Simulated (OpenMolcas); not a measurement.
## Levels of As³⁺ by method

```json
{"Program": "OpenMolcas 26.06", "Basis": "ANO-R1 [5s4p3d1f]", "Scalar Hamiltonian": "X2C, finite nucleus", "Active space": "2 electrons in 4 orbitals (4s 4p)", "State averaging": "2S+1 = 3 even, 3 roots; 2S+1 = 1 even, 7 roots; 2S+1 = 3 odd, 3 roots; 2S+1 = 1 odd, 3 roots", "Spin-orbit coupling": "RASSI with atomic mean-field integrals over the reference wave functions, term energies averaged over their components"}
```

Methods on the same reference wave functions:
A. CASSCF
B. SS-CASPT2, IPEA 0.25 Eh, imaginary shift 0.1 Eh (closed shells correlated: 3d)
C. MS-CASPT2, IPEA 0.25 Eh, imaginary shift 0.1 Eh (closed shells correlated: 3d)

Energies in cm-1 above 4s2 1S0, the measured ground level; measured values from Moore, Atomic Energy Levels, vol. II, NSRDS-NBS 35 (1971 reprint of NBS Circular 467, 1952).

| Level | A | B | C | Measured |
| --- | --- | --- | --- | --- |
| 4s2 1S0 | 0.0 | 0.0 | 0.0 | 0.0 |
| 4s 4p 3P* 0 | 71323 | 71953 | 72067 |  |
| 4s 4p 3P* 1 | 72437 | 73056 | 73169 | 76962 |
| 4s 4p 3P* 2 | 74813 | 75443 | 75557 | 79492 |
| 4s 4p 1P* 1 | 119287 | 111296 | 111409 | 112022 |
| 4p2 3P0 | 173699 | 172540 | 172652 |  |
| 4p2 3P1 | 175064 | 173954 | 174067 | 181468 |
| 4p2 3P2 | 177105 | 175530 | 175644 | 184394 |
| 4p2 1D2 | 188686 | 179865 | 179978 |  |
| 4p2 1S0 | 214595 | 206617 | 206846 | 211683 |

Deviations, from unrounded energies. A percentage is the sum of absolute deviations over the sum of measured energies, with the sign that they share, or ± where signs differ.

| Against measurement | Levels | A | B | C |
| --- | --- | --- | --- | --- |
| mean absolute deviation (cm-1) | 6 | 5500 | 5000 | 4900 |
| other configurations (%) | 6 | ±3.9 | -3.6 | -3.5 |

B, C lie about equally close to measurement and A furthest from it. The largest miss of C in the table is 4p2 3P2, by -8800 cm-1. The ranking rests on the paired levels alone, and a cruder setting can come out closer through cancelling errors.

Between B and C the level of the table that moves most is 4p2 1S0, by 230 cm-1 (lowest in B, highest in C).

The lowest spin-free term lies below A's lowest term by 0.354 hartree in B, 0.355 hartree in C.

Over all roots computed the reference weight is 0.92 to 0.97 in B, 0.92 to 0.97 in C; the roots of lowest weight are the least certain, and an intruder state may touch them. The ¹D term of p² mixes with s d, which this space lacks. The basis is small and was not contracted for so high a charge. Computed and measured levels are paired by configuration, term and J; levels that our copy of the source lacks, or whose pairing is in doubt (as where it misses far off the trend of its configuration), stay unpaired and out of the deviations. Levels of configurations outside the active space are missing.

* marks odd parity.
